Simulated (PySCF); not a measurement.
C6H6NO2 (doublet state).
Z-matrix (Å and degrees, GFN2-xTB geometry), rows numbered from 1:
```
C 
N   1  1.3496
C   2  1.3585  1  128.70
C   3  1.3680  2  126.87  1     0.00
C   4  1.4417  3  121.60  2   179.96
O   5  1.2230  4  124.14  3  -179.93
C   5  1.4740  4  112.86  3     0.03
C   7  1.3337  5  121.04  4    -0.01
O   8  1.3518  7  124.49  5     0.01
H   1  1.0679  2  120.00  3     0.02
H   1  1.0686  2  118.39  3  -179.91
H   2  1.0135  1  117.37  3   179.96
H   4  1.0757  3  120.44  2     0.04
H   7  1.0766  5  118.08  4   180.00
H   8  1.0811  7  124.69  5  -179.99
```

The hyperfine couplings belong to this conformer and change with its torsions.

As a line formula: `[CH2]Nc1cc(=O)cco1` [radical].

Level of theory: PySCF, UKS B3LYP, pcH-1 on C H N O, non-relativistic, mean-field spin-orbit, GIAO. The structure is a single GFN2-xTB conformer in the gas phase; no vibrational or solvent corrections. A GFN2-xTB geometry isn't a minimum of the functional, and hyperfine couplings can be far from their values at a DFT geometry. Stability of the SCF solution: not tested.

Principal values of hyperfine tensors in MHz (contact and dipolar terms together), for some of the nuclei:

```json
{"atom": "H10", "isotope": "1H", "A1": "-87.21", "A2": "-54.33", "A3": "-24.16"}
{"atom": "H11", "isotope": "1H", "A1": "-87.97", "A2": "-54.18", "A3": "-22.98"}
{"atom": "C4", "isotope": "13C", "A1": "-1.73", "A2": "-0.12", "A3": "31.15"}
{"atom": "H12", "isotope": "1H", "A1": "-17.42", "A2": "-14.62", "A3": "3.47"}
{"atom": "H13", "isotope": "1H", "A1": "-11.07", "A2": "-9.99", "A3": "-6.72"}
{"atom": "C3", "isotope": "13C", "A1": "-10.46", "A2": "-7.64", "A3": "-7.23"}
{"atom": "C5", "isotope": "13C", "A1": "-6.60", "A2": "-6.14", "A3": "-4.96"}
{"atom": "O6", "isotope": "17O", "A1": "-11.11", "A2": "2.38", "A3": "2.69"}
```

Task: Give the isotropic coupling of each nucleus in MHz and in mT (g = 2.0029), and the anisotropic part.

Result: a_iso is a third of the trace, T = A − a_iso, and a(mT) = a(MHz)/(g × 13.996).

```
atom  a_iso (MHz)  a_iso (mT)      T1     T2     T3
 H10       -55.23      -1.970  -31.98   0.90  31.08
 H11       -55.04      -1.964  -32.92   0.86  32.06
  C4         9.77       0.348  -11.49  -9.89  21.38
 H12        -9.53      -0.340   -7.89  -5.10  12.99
 H13        -9.26      -0.330   -1.81  -0.73   2.54
  C3        -8.44      -0.301   -2.01   0.80   1.22
  C5        -5.90      -0.211   -0.70  -0.24   0.94
  O6        -2.01      -0.072   -9.10   4.39   4.71
```

Task: What spin density at the nucleus of O6 lies behind its contact coupling (g_N = -0.75752)?

Result: a_FC = (2μ0/3) gₑ μB g_N μN ρ(0)/(2S·h) = 800.24 MHz × g_N × ρ(0)/(2S), with ρ in bohr⁻³. With a_FC = -2.01 MHz and 2S = 1, ρ(0) = 0.003322 bohr⁻³. The nuclear moment is negative, so coupling and spin density have opposite signs.

Task: C1 (13C, g_N = 1.40482) isn't in the table. Its spin density at the nucleus is 0.05856 bohr⁻³. What is its contact coupling?

Result: By the same relation, a_FC = 65.8 MHz. Its full tensor has the principal values -1.57, 0.00, 199.08 MHz.

Task: What first-order splitting does C4 cause when the field lies along A1, A2 or A3 of its tensor (g taken as isotropic, no quadrupole term)?

Result: 2 lines (I = 1/2), spaced by |A_i|/(g × 13.996): 0.06, 0.00, 1.11 mT along the axes of A1, A2 and A3.

Time: 78 s (with the writing of density and orbital grids); peak memory 0.97 GiB. Hardware: an Arm Neoverse V1 with one thread, no GPU (shared host).
